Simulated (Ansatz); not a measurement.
Compare A (`CC(C)[Si]N`) with its isomer B (`C/C(N)=C\[SiH3]`).

Gas-phase electronic energies from Ansatz, PBE0-D4/def2-TZVP geometries. CCSD(T)/CBS is the MP2 limit (def2-TZVPP, def2-QZVPP) plus CCSD(T) − MP2 in def2-TZVPP, frozen cores. Functionals use def2-TZVPP. One conformer a species, not always the lowest.

A:

Z-matrix (Å, degrees):
```
C
C 1 1.520
H 1 1.096 2 111.3
H 1 1.096 2 111.4 3 118.8
H 1 1.094 2 112.2 3 -121.1
C 2 1.531 1 111.4 3 -62.5
Si 2 1.926 1 118.5 3 63.4
H 2 1.102 1 108.5 3 -179.9
H 6 1.095 2 111.1 1 61.3
H 6 1.095 2 111.3 1 -58.1
H 6 1.094 2 112.1 1 -178.7
N 7 1.707 2 100.8 1 -2.5
H 12 1.010 7 126.5 2 0.4
H 12 1.008 7 121.4 2 -179.5
```

B:

```xyz
14

C     1.315   -0.180   -0.698
C     0.037   -0.749   -0.169
N    -0.100   -2.096   -0.411
C    -0.915   -0.007    0.430
Si   -0.852    1.814    0.691
H     1.394    0.889   -0.505
H     2.177   -0.670   -0.233
H     1.385   -0.342   -1.777
H    -0.835   -2.575    0.081
H     0.743   -2.634   -0.519
H    -1.807   -0.528    0.775
H    -2.084    2.236    1.412
H    -0.780    2.593   -0.581
H     0.322    2.248    1.505
```

(1) Which is lower in electronic energy at CCSD(T)/CBS, and by how much? (An estimate is asked.)

(2) Give E(B) − E(A) in kJ/mol with HF/def2-TZVPP, LDA (SPW92), r2SCAN-D4, MP2/def2-TZVPP, CCSD(T)/def2-TZVPP, CCSD/def2-TZVPP, PBE-D4. (Best estimate.)

(3) Does the order hold for the free energy at 298.15 K (harmonic terms from PBE0-D4)? (Best estimate.)

Largest T1 diagnostic: 0.012.

Answers

(1) Computed: A, by 44.6 kJ/mol.

(2) Ansatz gave: HF/def2-TZVPP 16.5, LDA (SPW92) 36.1, r2SCAN-D4 24.7, MP2/def2-TZVPP 41.8, CCSD(T)/def2-TZVPP 44.4, CCSD/def2-TZVPP 45.1, PBE-D4 35.9. None reverses the order clearly.

(3) Ansatz gave: Yes: G(B) − G(A) = +20.3 kJ/mol, for one conformer each. Modes under 60 cm⁻¹, often nearly free rotors, make the harmonic entropy too high.

In def2-TZVPP, CCSD(T) changes the Hartree–Fock value by +27.9 kJ/mol (the triples alone add −0.7 kJ/mol) and MP2 by +25.3 kJ/mol. From r2SCAN to r2SCAN0 (25 % exact exchange), in def2-TZVPP and without D4, E(B) − E(A) moves by +4.2 kJ/mol.
